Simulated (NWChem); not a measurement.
# BCl2, doublet; SMILES Cl[B]Cl

```xyz
3

Cl     1.5302     0.0000    -0.0997
B      0.0000     0.0000     0.7036
Cl    -1.5302     0.0000    -0.0997
```
Atoms are numbered in this order, from 1.

Results from NWChem. Pople sets run with spherical d functions. Spin-unrestricted. In the optimisation the excess spin sits in a1 (C2v, its own frame). Coordinates come from a PBE0/def2-SVP, spin-unrestricted optimisation. No stability test was run on the SCF state. Vzz is the largest principal value of the second derivative of the potential at the nucleus (NWChem prints the opposite sign); η is the asymmetry. Non-relativistic.

Predict the results for PBE/6-31G*. Quantities: Vzz Cl3 (a.u.); η Cl3; Vzz B2 (a.u.); η B2.

The vzz Cl3 (a.u.) comes out as 1.952 and the η Cl3 is 0.56. The vzz B2 (a.u.) is 0.275 and the η B2 comes out as 0.30.
